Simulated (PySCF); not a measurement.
CH4BClO, singlet, at a GFN2-xTB geometry, with bond 6-5 at 1.8 times its length; CASSCF(6,4)/6-31G (PySCF).

The PySCF input:
```python
from pyscf import gto, scf, mcscf
import numpy

mol = gto.Mole()
mol.atom = '''
    B    -0.44041029   -0.04213688    0.32881871
    H    -1.42908407   -0.41104560    0.85668744
    Cl    0.29831524    1.41848148    0.84281684
    O     0.16285589   -0.68613245   -0.65953372
    C    -0.27143629   -1.89627379   -1.23113805
    H    -0.59036133   -1.59654126   -3.14654395
    H     0.52157582   -2.63681981   -1.11204122
    H    -1.18741196   -2.25917727   -0.75827558
'''
mol.basis = '6-31g'
mol.verbose = 4
mol.build()

mf = scf.RHF(mol)
mf.kernel()
mc = mcscf.CASSCF(mf, 4, 6)
mc.fix_spin_(ss=0.0)
mc.kernel()
occ = numpy.linalg.eigvalsh(mc.fcisolver.make_rdm1(mc.ci, mc.ncas, mc.nelecas))[::-1]
ss = mc.fcisolver.spin_square(mc.ci, mc.ncas, mc.nelecas)[0]
print('natural occupations', occ.round(4), ' <S^2>', round(ss, 4))
```

Output, abridged:

```
PySCF version 2.14.0

[INPUT] verbose = 4
[INPUT] num. atoms = 8
[INPUT] num. electrons = 40
[INPUT] charge = 0
[INPUT] spin (= nelec alpha-beta = 2S) = 0
[INPUT] symmetry False subgroup None
[INPUT] Mole.unit = angstrom
[INPUT] Symbol           X                Y                Z      unit          X                Y                Z       unit  Magmom
[...]
nuclear repulsion = 139.820056965335
number of shells = 30
number of NR pGTOs = 128
number of NR cGTOs = 48
basis = 6-31g
ecp = {}

******** <class 'pyscf.scf.hf.RHF'> ********
method = RHF
initial guess = minao
damping factor = 0
level_shift factor = 0
DIIS = <class 'pyscf.scf.diis.CDIIS'>
diis_start_cycle = 1
diis_space = 8
diis_damp = 0
SCF conv_tol = 1e-09
SCF conv_tol_grad = None
SCF max_cycles = 50
direct_scf = True
direct_scf_tol = 1e-13
Set gradient conv threshold to 3.16228e-05
Initial guess from minao.
init E= -599.547014333004
[...]
cycle= 1 E= -598.981014693682  delta_E= 0.566  |g|= 0.512  |ddm|= 2.42
[...]
cycle= 2 E= -599.04818373917  delta_E= -0.0672  |g|= 0.271  |ddm|= 0.77
[...]
cycle= 3 E= -599.065031291532  delta_E= -0.0168  |g|= 0.0477  |ddm|= 0.229
[...]
cycle= 4 E= -599.065867054147  delta_E= -0.000836  |g|= 0.0151  |ddm|= 0.0729
[...]
cycle= 5 E= -599.06595264516  delta_E= -8.56e-05  |g|= 0.00384  |ddm|= 0.0256
[...]
cycle= 6 E= -599.065960337154  delta_E= -7.69e-06  |g|= 0.00136  |ddm|= 0.00742
[...]
cycle= 7 E= -599.065961392279  delta_E= -1.06e-06  |g|= 0.000313  |ddm|= 0.00317
[...]
cycle= 8 E= -599.065961460073  delta_E= -6.78e-08  |g|= 8.13e-05  |ddm|= 0.000778
[...]
cycle= 9 E= -599.065961464431  delta_E= -4.36e-09  |g|= 1.65e-05  |ddm|= 0.000184
[...]
cycle= 10 E= -599.065961464622  delta_E= -1.91e-10  |g|= 4.23e-06  |ddm|= 3.97e-05
[...]
Extra cycle  E= -599.065961464636  delta_E= -1.41e-11  |g|= 1.9e-06  |ddm|= 7.97e-06
converged SCF energy = -599.065961464636

******** <class 'pyscf.mcscf.mc1step.CASSCF'> ********
CAS (3e+3e, 4o), ncore = 17, nvir = 27
max_cycle_macro = 50
max_cycle_micro = 4
conv_tol = 1e-07
conv_tol_grad = None
orbital rotation max_stepsize = 0.02
orbital rotation threshold for CI restart = 0.01
augmented hessian ah_max_cycle = 30
augmented hessian ah_conv_tol = 1e-12
augmented hessian ah_linear dependence = 1e-14
augmented hessian ah_level shift = 1e-08
augmented hessian ah_start_tol = 2.5
augmented hessian ah_start_cycle = 3
augmented hessian ah_grad_trust_region = 3
kf_trust_region = 3
kf_interval = 4
ci_response_space = 4
ci_grad_trust_region = 3
with_dep4 0
natorb = False
canonicalization = True
sorting_mo_energy = False
ao2mo_level = 2
internal_rotation = False
******** <class 'pyscf.fci.addons.SpinPenaltyFCISolver'> ********
max. cycles = 50
conv_tol = 1e-08
davidson only = True
linear dependence = 1e-12
level shift = 0.001
max iter space = 12
nroots = 1
pspace_size = 400
spin = None
CASCI E = -599.097375096706  S^2 = 0.0000000
Set conv_tol_grad to 0.000316228
macro iter   1 ( 21 JK    4 micro), CASSCF E = -599.120232544360  dE = -2.28574477e-02  S^2 = 0.0000000
               |grad[o]|= 0.06  |grad[c]|=0.032  |ddm|=0.0524  |maxRot[o]|=0.197
macro iter   2 ( 12 JK    3 micro), CASSCF E = -599.121034791917  dE = -8.02247557e-04  S^2 = 0.0000000
               |grad[o]|=0.0257  |grad[c]|=0.0192  |ddm|=0.0113  |maxRot[o]|=0.149
macro iter   3 ( 12 JK    3 micro), CASSCF E = -599.121135024330  dE = -1.00232414e-04  S^2 = 0.0000000
               |grad[o]|=0.0109  |grad[c]|=0.0283  |ddm|=0.011  |maxRot[o]|=0.137
macro iter   4 (  7 JK    2 micro), CASSCF E = -599.121176705398  dE = -4.16810673e-05  S^2 = 0.0000000
               |grad[o]|=0.00716  |grad[c]|=0.00185  |ddm|=0.002  |maxRot[o]|=0.0691
macro iter   5 ( 12 JK    3 micro), CASSCF E = -599.121202987547  dE = -2.62821488e-05  S^2 = 0.0000000
               |grad[o]|=0.00511  |grad[c]|=0.00148  |ddm|=0.00265  |maxRot[o]|=0.144
macro iter   6 ( 21 JK    4 micro), CASSCF E = -599.121252572479  dE = -4.95849323e-05  S^2 = 0.0000000
               |grad[o]|=0.00436  |grad[c]|=0.0088  |ddm|=0.000693  |maxRot[o]|=0.312
macro iter   7 ( 12 JK    3 micro), CASSCF E = -599.121298478658  dE = -4.59061788e-05  S^2 = 0.0000000
               |grad[o]|=0.0044  |grad[c]|=0.000582  |ddm|=0.00132  |maxRot[o]|=0.149
macro iter   8 ( 12 JK    3 micro), CASSCF E = -599.121342360996  dE = -4.38823387e-05  S^2 = 0.0000000
               |grad[o]|=0.00396  |grad[c]|=0.000241  |ddm|=0.00133  |maxRot[o]|=0.106
macro iter   9 ( 12 JK    3 micro), CASSCF E = -599.121347942660  dE = -5.58166357e-06  S^2 = 0.0000000
               |grad[o]|=0.00338  |grad[c]|=0.00279  |ddm|=0.000502  |maxRot[o]|=0.0786
macro iter  10 ( 21 JK    4 micro), CASSCF E = -599.121297536582  dE =  5.04060777e-05  S^2 = 0.0000000
               |grad[o]|=0.00287  |grad[c]|=0.00481  |ddm|=0.000386  |maxRot[o]|=0.106
macro iter  11 ( 21 JK    4 micro), CASSCF E = -599.121316079356  dE = -1.85427735e-05  S^2 = 0.0000000
               |grad[o]|=0.00261  |grad[c]|=0.00102  |ddm|=0.000116  |maxRot[o]|=0.062
macro iter  12 ( 21 JK    4 micro), CASSCF E = -599.121310202850  dE =  5.87650584e-06  S^2 = 0.0000000
               |grad[o]|=0.00232  |grad[c]|=0.000383  |ddm|=8.7e-05  |maxRot[o]|=0.0668
macro iter  13 ( 23 JK    4 micro), CASSCF E = -599.121321465074  dE = -1.12622241e-05  S^2 = 0.0000000
               |grad[o]|=0.00191  |grad[c]|=0.0002  |ddm|=6.33e-05  |maxRot[o]|=0.0399
macro iter  14 ( 17 JK    4 micro), CASSCF E = -599.121312909394  dE =  8.55567998e-06  S^2 = 0.0000000
               |grad[o]|=0.00168  |grad[c]|=0.00192  |ddm|=0.000161  |maxRot[o]|=0.032
macro iter  15 ( 24 JK    4 micro), CASSCF E = -599.121317612653  dE = -4.70325926e-06  S^2 = 0.0000000
               |grad[o]|=0.00149  |grad[c]|=0.000507  |ddm|=1.48e-05  |maxRot[o]|=0.0174
macro iter  16 ( 17 JK    4 micro), CASSCF E = -599.121306809065  dE =  1.08035881e-05  S^2 = 0.0000000
               |grad[o]|=0.00135  |grad[c]|=0.00285  |ddm|=0.000189  |maxRot[o]|=0.0413
[...]
macro iter  22 ( 17 JK    4 micro), CASSCF E = -599.121309744734  dE = -1.91845947e-06  S^2 = 0.0000000
               |grad[o]|=0.000939  |grad[c]|=0.00262  |ddm|=3.88e-05  |maxRot[o]|=0.0348
macro iter  23 (  7 JK    2 micro), CASSCF E = -599.121317607043  dE = -7.86230908e-06  S^2 = 0.0000000
               |grad[o]|=0.000916  |grad[c]|=0.00164  |ddm|=9.4e-05  |maxRot[o]|=0.0387
macro iter  24 (  7 JK    2 micro), CASSCF E = -599.121334202279  dE = -1.65952358e-05  S^2 = 0.0000000
               |grad[o]|=0.000819  |grad[c]|=0.00569  |ddm|=0.00016  |maxRot[o]|=0.052
macro iter  25 (  7 JK    2 micro), CASSCF E = -599.121365105962  dE = -3.09036832e-05  S^2 = 0.0000000
               |grad[o]|=0.000744  |grad[c]|=0.00998  |ddm|=0.000307  |maxRot[o]|=0.0602
macro iter  26 (  7 JK    2 micro), CASSCF E = -599.121408425063  dE = -4.33191007e-05  S^2 = 0.0000000
               |grad[o]|=0.000591  |grad[c]|=0.00649  |ddm|=0.000513  |maxRot[o]|=0.0649
macro iter  27 (  7 JK    2 micro), CASSCF E = -599.121464058253  dE = -5.56331898e-05  S^2 = 0.0000000
               |grad[o]|=0.000541  |grad[c]|=0.00217  |ddm|=0.000773  |maxRot[o]|=0.0674
macro iter  28 (  7 JK    2 micro), CASSCF E = -599.121518102032  dE = -5.40437792e-05  S^2 = 0.0000000
               |grad[o]|=0.000874  |grad[c]|=0.00455  |ddm|=0.00152  |maxRot[o]|=0.0686
macro iter  29 (  7 JK    2 micro), CASSCF E = -599.121538573676  dE = -2.04716443e-05  S^2 = 0.0000000
               |grad[o]|=0.000974  |grad[c]|=0.0127  |ddm|=0.0024  |maxRot[o]|=0.0621
macro iter  30 (  7 JK    2 micro), CASSCF E = -599.121541372473  dE = -2.79879725e-06  S^2 = 0.0000000
               |grad[o]|=0.00047  |grad[c]|=0.00905  |ddm|=0.00131  |maxRot[o]|=0.058
macro iter  31 (  5 JK    1 micro), CASSCF E = -599.121541790474  dE = -4.18000695e-07  S^2 = 0.0000000
               |grad[o]|=0.000213  |grad[c]|=0.000535  |ddm|=6.99e-05  |maxRot[o]|=0.0183
macro iter  32 (  7 JK    2 micro), CASSCF E = -599.121544139056  dE = -2.34858237e-06  S^2 = 0.0000000
               |grad[o]|=0.000459  |grad[c]|=0.00846  |ddm|=0.00106  |maxRot[o]|=0.0698
macro iter  33 (  7 JK    2 micro), CASSCF E = -599.121545102698  dE = -9.63641810e-07  S^2 = 0.0000000
               |grad[o]|=0.000655  |grad[c]|=0.00665  |ddm|=0.00086  |maxRot[o]|=0.0609
macro iter  34 (  6 JK    1 micro), CASSCF E = -599.121545521835  dE = -4.19136541e-07  S^2 = 0.0000000
               |grad[o]|=0.000301  |grad[c]|=0.000451  |ddm|=0.000116  |maxRot[o]|=0.0166
macro iter  35 (  7 JK    2 micro), CASSCF E = -599.121547053436  dE = -1.53160113e-06  S^2 = 0.0000000
               |grad[o]|=0.000846  |grad[c]|=0.00637  |ddm|=0.000362  |maxRot[o]|=0.0634
macro iter  36 ( 12 JK    3 micro), CASSCF E = -599.121543658676  dE =  3.39475957e-06  S^2 = 0.0000000
               |grad[o]|=0.000382  |grad[c]|=0.00608  |ddm|=0.000116  |maxRot[o]|=0.0526
macro iter  37 ( 21 JK    4 micro), CASSCF E = -599.121541963674  dE =  1.69500208e-06  S^2 = 0.0000000
               |grad[o]|=0.00126  |grad[c]|=0.00115  |ddm|=8.98e-05  |maxRot[o]|=0.0312
macro iter  38 ( 25 JK    4 micro), CASSCF E = -599.121542733817  dE = -7.70142378e-07  S^2 = 0.0000000
               |grad[o]|=0.000373  |grad[c]|=9.3e-05  |ddm|=3.76e-05  |maxRot[o]|=0.0074
macro iter  39 (  7 JK    2 micro), CASSCF E = -599.121544598620  dE = -1.86480304e-06  S^2 = 0.0000000
               |grad[o]|=0.000303  |grad[c]|=0.000449  |ddm|=3.82e-05  |maxRot[o]|=0.021
macro iter  40 (  7 JK    2 micro), CASSCF E = -599.121546601731  dE = -2.00311149e-06  S^2 = 0.0000000
               |grad[o]|=0.000249  |grad[c]|=0.00164  |ddm|=8.24e-05  |maxRot[o]|=0.0383
macro iter  41 (  4 JK    1 micro), CASSCF E = -599.121546884325  dE = -2.82593646e-07  S^2 = 0.0000000
               |grad[o]|=0.000121  |grad[c]|=0.000409  |ddm|=2.27e-05  |maxRot[o]|=0.0148
macro iter  42 (  7 JK    2 micro), CASSCF E = -599.121547409542  dE = -5.25217047e-07  S^2 = 0.0000000
               |grad[o]|=0.000251  |grad[c]|=0.00193  |ddm|=0.000148  |maxRot[o]|=0.0269
macro iter  43 ( 12 JK    3 micro), CASSCF E = -599.121544202795  dE =  3.20674690e-06  S^2 = 0.0000000
               |grad[o]|=0.000188  |grad[c]|=0.00693  |ddm|=0.000369  |maxRot[o]|=0.0485
macro iter  44 ( 17 JK    4 micro), CASSCF E = -599.121543146131  dE =  1.05666356e-06  S^2 = 0.0000000
               |grad[o]|=0.000837  |grad[c]|=0.00165  |ddm|=5.62e-05  |maxRot[o]|=0.0242
macro iter  45 ( 25 JK    4 micro), CASSCF E = -599.121544106497  dE = -9.60365810e-07  S^2 = 0.0000000
               |grad[o]|=0.000603  |grad[c]|=0.000185  |ddm|=9.29e-06  |maxRot[o]|=0.012
macro iter  46 ( 17 JK    4 micro), CASSCF E = -599.121544162449  dE = -5.59521141e-08  S^2 = 0.0000000
               |grad[o]|=0.000502  |grad[c]|=0.0017  |ddm|=6.67e-05  |maxRot[o]|=0.0263
macro iter  47 ( 25 JK    4 micro), CASSCF E = -599.121544690996  dE = -5.28546707e-07  S^2 = 0.0000000
               |grad[o]|=0.000216  |grad[c]|=0.000213  |ddm|=9.13e-06  |maxRot[o]|=0.0172
macro iter  48 (  6 JK    1 micro), CASSCF E = -599.121545440990  dE = -7.49994456e-07  S^2 = 0.0000000
               |grad[o]|=0.000124  |grad[c]|=0.000965  |ddm|=8.48e-05  |maxRot[o]|=0.0235
macro iter  49 (  7 JK    2 micro), CASSCF E = -599.121546436329  dE = -9.95338496e-07  S^2 = 0.0000000
               |grad[o]|=0.000141  |grad[c]|=0.00235  |ddm|=0.000383  |maxRot[o]|=0.038
macro iter  50 (  7 JK    2 micro), CASSCF E = -599.121547508222  dE = -1.07189317e-06  S^2 = 0.0000000
               |grad[o]|=0.000143  |grad[c]|=0.00386  |ddm|=0.000893  |maxRot[o]|=0.0515
1-step CASSCF not converged,  50 macro (678 JK 146 micro) steps
CASSCF canonicalization
Density matrix diagonal elements [1.98893084 1.99952351 1.80461076 0.20693489]
CASSCF energy = -599.121547508222
CASCI E = -599.121547508222  E(CI) = -9.39300329548234  S^2 = 0.0000000
natural occupations [1.9999 1.9996 1.7941 0.2063]  <S^2> 0.0
```

The run did not converge; its last values are not results.
